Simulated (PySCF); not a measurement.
Stationary points of GeCl₄

Computed with PBE0/[Ge def2-TZVP, Cl def2-TZVP], no relativity, density fitting, PySCF.

Relaxations began from a few typed shapes. The search is not exhaustive: other isomers or separated fragments can lie lower, and high-lying points may rest on an excited occupation.

(1) Which is the lowest minimum found?
A. singlet Td: Ge–Cl 2.117 Å (×4); Cl–Ge–Cl 109.5° (×6)
B. singlet D4h: Ge–Cl 2.173 Å (×4); Cl–Ge–Cl 90.0° (×4), Cl–Ge–Cl 180.0° (×2)

## Answers

(1) A. The others lie at 221.8 (singlet D4h, a saddle point) kJ/mol above it.

Counting electrons, germanium keeps none of its valence electrons outside its bonds, so the VSEPR class is AX4 and the expected shape is tetrahedral (Td), as computed.
